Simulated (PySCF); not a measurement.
C4H9NOSi3.
Atom-mapped SMILES: `[N:1]#[C:2][CH2:3][C@@H:4]1[SiH2:5][SiH2:6][SiH2:7][C:8]1=[O:9]`

Structure used (GFN2-xTB), in Å, numbered top down from 1:
```
atom  x, y, z in Å
N1    -3.6408    1.4302    0.6280
C2    -2.9721    0.5793    0.2571
C3    -2.1038   -0.4782   -0.1763
C4    -0.6554   -0.2158    0.2473
Si5    0.0805    1.4081   -0.5259
Si6    2.3309    1.0061   -0.0551
Si7    2.0612   -1.2383    0.5154
C8     0.2393   -1.3607   -0.1278
O9    -0.1178   -2.2467   -0.8767
H10   -2.4599   -1.4230    0.2506
H11   -2.1583   -0.5682   -1.2649
H12   -0.6034   -0.0943    1.3348
H13   -0.2922    1.3913   -1.9461
H14   -0.6443    2.5210    0.0881
H15    3.2069    1.2639   -1.2047
H16    2.8846    1.8525    1.0098
H17    2.8241   -2.3069   -0.1214
H18    2.0119   -1.5140    1.9562
```

NICS = −σ at a ghost point: NICS(0) at the centroid of the ring atoms, NICS(1) 1 Å to either side along the normal of their mean plane, zz for the tensor component along that normal. Level: GIAO PBE0/pcSseg-1 (PySCF, non-relativistic, gas phase) on the GFN2-xTB geometry, one conformer.

Ring bond lengths (Å), with Mayer bond orders in brackets: C4–Si5 1.943 (0.79), Si5–Si6 2.334 (0.86), Si6–Si7 2.331 (0.86), Si7–C8 1.936 (0.83), C8–C4 1.501 (0.93).

**Question.** Give the NICS values of each ring in ppm.

**Answer.** 
```json
{"ring": "C4–Si5–Si6–Si7–C8", "type": "5-membered ring with 3 Si; formal bonds all single", "NICS(0)": "0.0", "NICS(1), two faces": "-3.0 / -0.8", "NICS(1)zz, two faces": "-0.9 / 6.7", "rms pucker (Å)": "0.23", "centre to ring atoms, mean (Å)": "1.66"}
```

**Question.** What do they say, and how far can they be read as aromaticity?

**Answer.** 
- C4–Si5–Si6–Si7–C8: mean NICS(1)zz 2.9 ppm, near zero. C4, Si5, Si6, Si7 have four or more neighbours, and the NICS criterion for π rings isn't applied. The two faces differ by 7.6 ppm, so no symmetry operation interchanges them.

**Question.** At the first NICS(1) probe listed for ring C4–Si5–Si6–Si7–C8, 1 Å off the ring, how large is the induced field along the normal in 14.1 T applied along it?

**Answer.** NICSzz × B0 = -0.9 ppm × 14.1 T = -13 μT, against the applied field.
